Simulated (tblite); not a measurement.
Compound: C7H15FSi.
Structure used (GFN2-xTB), in Å, numbered top down from 1:
```xyz
24
C7H15FSi angstrom
C      3.9148   -0.1053   -0.0184
Si     2.2110    0.7253    0.0793
C      0.8850   -0.6445   -0.0264
C     -0.5261   -0.1393    0.2390
C     -1.6078   -1.2237    0.1782
C     -2.8957   -0.4279   -0.0117
C     -2.4965    0.6487   -1.0240
C     -1.0059    0.9157   -0.7684
F     -0.8200    2.1853   -0.2494
H      4.0229   -0.6960   -0.9232
H      4.7035    0.6396   -0.0172
H      4.0877   -0.7654    0.8262
H      2.0712    1.6645   -1.0393
H      2.0710    1.4332    1.3564
H      1.1086   -1.4265    0.7031
H      0.9102   -1.1240   -1.0081
H     -0.5568    0.3301    1.2275
H     -1.6207   -1.8426    1.0742
H     -1.4357   -1.8694   -0.6859
H     -3.7238   -1.0407   -0.3643
H     -3.1851    0.0333    0.9333
H     -2.6363    0.2841   -2.0414
H     -3.0694    1.5670   -0.9065
H     -0.4179    0.8982   -1.6920
```

All values are computed: GFN2-xTB (tblite) harmonic vibrations without scaling, gas phase. Against measured fundamentals such values can be off by several per cent, at times by over 20. Modes of hydrogen on silicon can be 10 to 20 % off. One conformer, not necessarily the lowest.

Harmonic wavenumbers (cm⁻¹): 33.4, 50.1, 78.6, 105.5, 127.6, 171.2, 209.1, 275.3, 343.8, 392.1, 442.7, 482.6, 546.9, 583.1, 620.9, 686.7, 740.1, 759.9, 768.7, 783.7, 816.9, 828.9, 846.4, 874.7, 939.8, 970.3, 989.5, 1018.4, 1062.2, 1089.7, 1097.0, 1121.1, 1128.3, 1175.1, 1191.2, 1217.2, 1242.8, 1252.4, 1293.7, 1294.9, 1311.1, 1318.2, 1331.9, 1350.0, 1375.8, 1469.5, 1480.2, 1487.1, 1490.7, 1496.5, 1498.0, 2229.4, 2238.0, 2927.3, 2945.3, 2956.7, 2969.6, 2972.7, 2988.8, 3002.2, 3009.1, 3013.0, 3022.3, 3039.4, 3042.1, 3054.3.

A = 2743, B = 713.0, C = 604.0 MHz; mass 146.093 u (most abundant isotopes); point group C1, symmetry number 1.

Q: Zero-point energy?

A: ½Σν̃ = 44336 cm⁻¹ = 530.38 kJ/mol.

Q: Give the ideal-gas entropy at 500 K and 1 bar in the rigid-rotor, harmonic-oscillator model (classical rotation).

A: Translation 181.76, rotation 131.92, vibration 249.36: S = 563.0 J/(mol K).

Q: And Cp and H(500 K) − H(0)?

A: Cp = 286.10 J/(mol K), of which vibrations give 252.84 (their classical limit is 66 R = 548.8); H(500 K) − H(0) = 79.75 kJ/mol without the zero-point energy, 63.12 from vibrations.

Q: What must be added to the electronic energy to get the Gibbs energy at 500 K and 1 bar?

A: ZPE + [H(500 K) − H(0)] − T·S = 530.38 + 79.75 − 281.52 = 328.61 kJ/mol.

Q: How do the functions run with temperature in this model?

A: 
| T (K) | S (J/(mol K)) | Cp (J/(mol K)) | H − H(0) (kJ/mol) | G − H(0) (kJ/mol) | ln q(vib) |
| --- | --- | --- | --- | --- | --- |
| 50 | 258.3 | 63.0 | 2.33 | -10.59 | 0.95 |
| 100 | 309.5 | 85.8 | 6.08 | -24.86 | 2.61 |
| 298.15 | 443.1 | 182.4 | 32.00 | -100.10 | 8.72 |
| 373.15 | 488.5 | 224.1 | 47.25 | -135.04 | 10.97 |
| 750 | 696.9 | 373.3 | 163.01 | -359.65 | 22.33 |
| 1000 | 812.6 | 430.2 | 263.93 | -548.69 | 29.49 |

q(vib) and H(0) count from the zero-point level.

Hindered rotation and anharmonicity are outside this model. Other conformers, if any are populated, would add a mixing term that is left out. The structure is chiral; the term R ln 2 for an equal mix with its mirror image is left out.
